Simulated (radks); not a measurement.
Task: All-electron atom: the vanadium ion V16+ in [He] 2s2 2p3 (the NIST ground configuration). Calculated with a radial shooting solver on a logarithmic mesh with Libxc functionals: Dirac Kohn-Sham, LB94 model potential, spin-unpolarised, spherical densities, finite nucleus; open shells fill j = l - 1/2 first; Fermi nuclear charge, rms radius 3.6002 fm. Some entries of the table are withheld. Estimate them.

orbital,occ.,eigenvalue (eV),<1/r> (bohr^-1),<r> (bohr)
1s1/2,2,-6164.023,22.92,0.06605
2s1/2,2,-1223.661,(1),0.2896
2p1/2,2,(2),(3),(4)
2p3/2,1,(5),(6),(7)

Result: 
(1) 2s1/2 <1/r> (bohr^-1): 5.133
(2) 2p1/2 eigenvalue (eV): -1152.781
(3) 2p1/2 <1/r> (bohr^-1): 5.112
(4) 2p1/2 <r> (bohr): 0.2496
(5) 2p3/2 eigenvalue (eV): -1144.080
(6) 2p3/2 <1/r> (bohr^-1): 5.042
(7) 2p3/2 <r> (bohr): 0.2520
